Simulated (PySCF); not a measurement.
Can point charges reproduce the dipole moment of `CCCCS(=O)(=O)CC`?

Coordinates (GFN2-xTB, Å) and charges (e) from the PBE0/pcSseg-1 density (PySCF):

| atom | x | y | z | Mulliken | IAO | Hirshfeld | ESP-fitted |
| --- | --- | --- | --- | --- | --- | --- | --- |
| C1 | -3.759 | 0.062 | 0.165 | -0.2562 | -0.4163 | -0.1137 | -0.3925 |
| C2 | -2.414 | 0.525 | -0.376 | -0.2599 | -0.2440 | -0.0609 | +0.1588 |
| C3 | -1.271 | -0.339 | 0.156 | -0.2782 | -0.2604 | -0.0683 | +0.0930 |
| C4 | 0.084 | 0.100 | -0.364 | -0.3292 | -0.4544 | -0.0755 | -0.5120 |
| S5 | 1.326 | -0.997 | 0.398 | +0.9274 | +1.9743 | +0.5208 | +0.9680 |
| O6 | 1.335 | -0.755 | 1.816 | -0.5441 | -0.9051 | -0.3169 | -0.5188 |
| O7 | 1.067 | -2.341 | -0.044 | -0.5448 | -0.9060 | -0.3284 | -0.5583 |
| C8 | 2.941 | -0.477 | -0.285 | -0.3353 | -0.4510 | -0.0711 | -0.1172 |
| C9 | 3.266 | 0.921 | 0.187 | -0.3060 | -0.4308 | -0.1191 | -0.1708 |
| H10 | -3.771 | 0.117 | 1.251 | +0.1133 | +0.1403 | +0.0423 | +0.0941 |
| H11 | -3.952 | -0.968 | -0.126 | +0.1133 | +0.1403 | +0.0423 | +0.0907 |
| H12 | -4.562 | 0.685 | -0.221 | +0.1176 | +0.1431 | +0.0426 | +0.1039 |
| H13 | -2.424 | 0.478 | -1.467 | +0.1168 | +0.1292 | +0.0367 | -0.0128 |
| H14 | -2.244 | 1.566 | -0.089 | +0.1168 | +0.1289 | +0.0368 | -0.0084 |
| H15 | -1.427 | -1.381 | -0.129 | +0.1489 | +0.1502 | +0.0393 | +0.0527 |
| H16 | -1.247 | -0.294 | 1.246 | +0.1482 | +0.1494 | +0.0394 | +0.0352 |
| H17 | 0.322 | 1.116 | -0.062 | +0.1593 | +0.1560 | +0.0501 | +0.1654 |
| H18 | 0.173 | -0.019 | -1.440 | +0.1538 | +0.1565 | +0.0509 | +0.1666 |
| H19 | 3.651 | -1.209 | 0.091 | +0.1729 | +0.1759 | +0.0626 | +0.1051 |
| H20 | 2.864 | -0.568 | -1.364 | +0.1548 | +0.1612 | +0.0529 | +0.0685 |
| H21 | 4.311 | 1.161 | 0.005 | +0.1353 | +0.1564 | +0.0527 | +0.0757 |
| H22 | 2.653 | 1.660 | -0.323 | +0.1241 | +0.1404 | +0.0419 | +0.0450 |
| H23 | 3.073 | 0.982 | 1.256 | +0.1511 | +0.1658 | +0.0422 | +0.0681 |

Task: Compute μ = Σ q r for each scheme (1 e·Å = 4.803 D) and compare with the dipole of the full density.

Result: The full density gives (0.41, 3.53, -2.77) D, 4.51 D in size; dipole vectors point from the negative to the positive end.

```json
{"scheme": "Mulliken", "μx": "0.14", "μy": "4.38", "μz": "-2.96", "size (D)": "5.29", "share of the full size (%)": "117", "angle to the full dipole (°)": "5"}
{"scheme": "IAO", "μx": "0.74", "μy": "4.70", "μz": "-3.87", "size (D)": "6.13", "share of the full size (%)": "136", "angle to the full dipole (°)": "2"}
{"scheme": "Hirshfeld", "μx": "0.24", "μy": "2.47", "μz": "-1.98", "size (D)": "3.17", "share of the full size (%)": "70", "angle to the full dipole (°)": "1"}
{"scheme": "ESP-fitted", "μx": "0.40", "μy": "3.58", "μz": "-2.77", "size (D)": "4.55", "share of the full size (%)": "101", "angle to the full dipole (°)": "0"}
```

Task: Which set comes closest?

Result: Length of the difference vector: ESP-fitted 0.05 D, Mulliken 0.91 D, Hirshfeld 1.34 D, IAO 1.63 D. Closest: ESP-fitted. ESP charges are fitted to the potential around the molecule, whose slowest-falling term is the dipole's. The schemes that divide the density aren't constrained to reproduce the dipole.

Task: What is left for the Hirshfeld atoms' own dipoles?

Result: The shares of the density sum to the whole, so what Σ q r misses lies in dipoles about the nuclei. The atomic dipoles sum to (0.41, 3.53, -2.77) − (0.24, 2.47, -1.98) = (0.17, 1.06, -0.79) D, 1.34 D in size.

Task: With the origin at the mean of the coordinates, (0.000, 0.001, 0.012) Å, which are the largest single terms, by size, of the Mulliken dipole along the direction of the full one?

Result: O7 +4.46, O6 +4.13, S5 -4.01, C9 -1.34, H22 +1.04 D; all 23 atoms together +5.26 D. The single terms depend on the origin, their sum doesn't.

Task: Give the size of the full dipole in other units.

Result: 4.51 D = 1.773 au = 0.938 e·Å = 15.03 × 10⁻³⁰ C·m.

One conformer (not necessarily the lowest) at the GFN2-xTB geometry, without solvent, vibrations or thermal averaging.

The run behind these numbers computed NMR shieldings as well. Time: 43 s. Hardware: Arm Neoverse V2, one thread, shared host.

Shape of the structure used: `[CH3:1][CH2:2][CH2:3][CH2:4][S:5](=[O:6])(=[O:7])[CH2:8][CH3:9]`: C1–C2–C3–C4 180°, C2–C3–C4–S5 178°, C3–C4–S5–O6 -66°, C4–S5–C8–C9 66°.
